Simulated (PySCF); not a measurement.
C₆H₄S. Atoms are numbered in the order given.

```xyz
11

C      0.1478    -3.3068     0.0000
C      0.0679    -2.0954     0.0000
C     -0.0392    -0.6735     0.0000
C     -1.2889     0.0437     0.0000
C     -1.1180     1.4010     0.0000
S      0.5584     1.8381     0.0000
C      1.0453     0.1861     0.0000
H      0.2211    -4.3776     0.0000
H     -2.2597    -0.4514     0.0000
H     -1.8843     2.1744     0.0000
H      2.0987    -0.0865     0.0000
```

The structure is a stationary point at B3LYP-D3(BJ)/def2-SVP.

Calculation: PySCF with SMD-PBE0/6-31G*.

Solvation free energies are E(SMD) − E(gas) at the gas-phase geometry, for 1 M in both phases. In vacuum the dipole moment is 0.38 D.

| solvent | ΔG(solv) (kcal/mol) | its non-electrostatic (CDS) part | dipole (D) |
|---|---|---|---|
| water | -1.4 | 4.8 | 0.56 |
| acetonitrile | -6.0 | 0.0 | 0.55 |
| chloroform | -5.9 | -1.5 | 0.51 |
